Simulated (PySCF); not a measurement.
Correlation energy of Li⁺ (lithium, charge +1)

1s2, closed-shell 1S. Calculation: PySCF 2.14, in def2-TZVP (5s3p, 14 functions); the non-relativistic Hamiltonian (point nucleus). Frozen: nothing; 2 electrons correlated.

Total MP2 correlation energy: -29.93 mhartree.

Same-spin part 0.00 and opposite-spin part -29.93 mhartree; SCS-MP2 scales them by 1/3 and 6/5 to -35.92 mhartree.

With two correlated electrons CCSD is exact within the correlated space (frozen core and kept virtual orbitals).

```json
{"level": "CCSD", "correlation energy (mhartree)": "-34.20"}
```

Diagnostics: T1 = 0.00069, D1 = 0.0010, largest double amplitude 0.026.

Question: Is a single reference adequate?

Answer: Yes: T1 lies below 0.03 and no double amplitude reaches 0.07.
